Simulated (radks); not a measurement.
The numbers below are computed, except where a source is named.
Initial-state core-level shifts of neutral rubidium when its valence configuration changes from [Kr] 5s1. Level of theory: Dirac Kohn-Sham, LDA (Slater exchange, Perdew-Wang correlation), spin-unpolarised, spherical densities, point nucleus; open shells fill j = l - 1/2 first (a radial shooting solver on a logarithmic mesh with Libxc functionals). Shifts are changes of the shell-averaged eigenvalues in eV (positive: less bound).

\begin{tabular}{lrrrr}
valence & 1s & 2s & 2p & 4p \\ \hline
5p1 & -1.431 & -1.434 & -1.432 & -1.391 \\
4d1 & -1.190 & -1.152 & -1.155 & -1.092 \\
4d0.5 5p0.5 & -1.234 & -1.214 & -1.215 & -1.165 \\
5s0.5 5p0.5 & -0.733 & -0.734 & -0.734 & -0.714 \\
4d0.5 5s0.5 & -0.733 & -0.717 & -0.718 & -0.685 \\
\end{tabular}
